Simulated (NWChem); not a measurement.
# CH3AlCl2; SMILES [CH3][Al]([Cl])[Cl]

Results from NWChem. Pople sets run with spherical d functions. Coordinates come from a PBE-D3(BJ)/def2-SVP optimisation. Vertical excitations in the gas phase.

Question: What does the run give for LDA (Slater exchange, VWN5)/6-31+G*, TDA? Quantities: lowest excitation, singlet (eV); lowest state with f > 0.02, singlet (eV); orbital gap (eV).

Answer: 
```
Quantity                                  Value
----------------------------------------  -----
lowest excitation, singlet (eV)            5.77
lowest state with f > 0.02, singlet (eV)   6.23
orbital gap (eV)                           5.63
```
